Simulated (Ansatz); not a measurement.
Total energies of C2H5IOSi (`O/C([SiH3])=C\I`).

```xyz
10

O    -1.689    0.027   -0.050
C    -0.350    0.170   -0.034
Si    0.604   -1.430    0.225
C     0.303    1.323   -0.185
I    -0.711    3.119   -0.475
H    -2.098    0.898   -0.188
H     2.049   -1.094    0.215
H     0.288   -2.384   -0.867
H     0.224   -2.033    1.527
H     1.379    1.404   -0.168
```

The species carries charge 0 and has multiplicity 1. Correlated methods include outer-core shells of I, which these sets cover unevenly. I takes the def2 core potential. The structure was optimised at the PBE0-D4/def2-TZVP level. It is one conformer, not always the lowest. Basis def2-TZVPP, Ansatz.

RPA on PBE orbitals: Hartree–Fock energy of these orbitals -739.08079 Eh, correlation -1.74852 Eh (frozen core).

```
functional  energy without D4 (Eh)  D4 term (kJ/mol)
       PBE              -741.34402             -25.7
    revPBE              -741.62382             -73.8
      PBE0              -741.40360             -21.9
     B3LYP              -741.80980             -41.8
   r2SCANh              -741.67396              -6.7
   r2SCAN0              -741.64349              -7.4
   LC-ωPBE              -741.53167                 –
   ωB97X-V              -741.58224                 –
    B2PLYP              -741.28171                 –
  PBE-QIDH              -741.14230                 –
```

**Question.** Give the same for LDA (SPW92), BLYP, r2SCAN, B97M-V, HSE06 (plane-wave form), BHLYP, CAM-B3LYP, ωB97M-V. (Best estimate.)

**Answer.** Computed: 
```json
{"functional": "LDA (SPW92)", "energy without D4 (Eh)": "-738.84374", "D4 term (kJ/mol)": "–"}
{"functional": "BLYP", "energy without D4 (Eh)": "-741.58299", "D4 term (kJ/mol)": "-56.2"}
{"functional": "r2SCAN", "energy without D4 (Eh)": "-741.69518", "D4 term (kJ/mol)": "-6.2"}
{"functional": "B97M-V", "energy without D4 (Eh)": "-741.57882", "D4 term (kJ/mol)": "–"}
{"functional": "HSE06 (plane-wave form)", "energy without D4 (Eh)": "-741.38762", "D4 term (kJ/mol)": "-20.5"}
{"functional": "BHLYP", "energy without D4 (Eh)": "-741.55096", "D4 term (kJ/mol)": "-33.4"}
{"functional": "CAM-B3LYP", "energy without D4 (Eh)": "-741.62846", "D4 term (kJ/mol)": "-22.5"}
{"functional": "ωB97M-V", "energy without D4 (Eh)": "-741.58899", "D4 term (kJ/mol)": "–"}
```

B3LYP takes the VWN-RPA correlation (the form of Gaussian; ORCA's B3LYP/G). HSE06 is the plane-wave form, built on full-range PBE exchange. The double hybrids freeze the cores in their second-order part.

LC-ωPBE has ω = 0.4 bohr⁻¹.
